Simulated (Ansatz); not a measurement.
In(Me)(OH)2 (CH5InO2), SMILES [CH3][In]([OH])[OH].

Coordinates come from a B3LYP-D3(BJ)/def2-SVP optimisation. The def2 effective core potentials stand for the cores of In; spin–orbit coupling is left out. One conformer was computed; it need not be the lowest.

Two levels are set side by side: PBE/def2-SVPD (Ansatz, a first-principles code) and CAM-B3LYP/def2-SVPD (Ansatz). Energy differences of separate SCF runs at the same geometry; the states with an electron removed or added have multiplicity 2 and 2. Differences are taken from unrounded values.

```csv
quantity,CAM-B3LYP
vertical ionisation energy (eV),10.59
vertical singlet–triplet gap (eV),5.22
```

Task: What does PBE give, and how far is it from CAM-B3LYP? (The exact figures need the calculation; the answer reports its results.)

Result: 
```json
[
 {"quantity": "vertical ionisation energy (eV)", "PBE": "9.77", "PBE minus CAM-B3LYP": "-0.82"},
 {"quantity": "vertical singlet–triplet gap (eV)", "PBE": "4.51", "PBE minus CAM-B3LYP": "-0.71"}
]
```
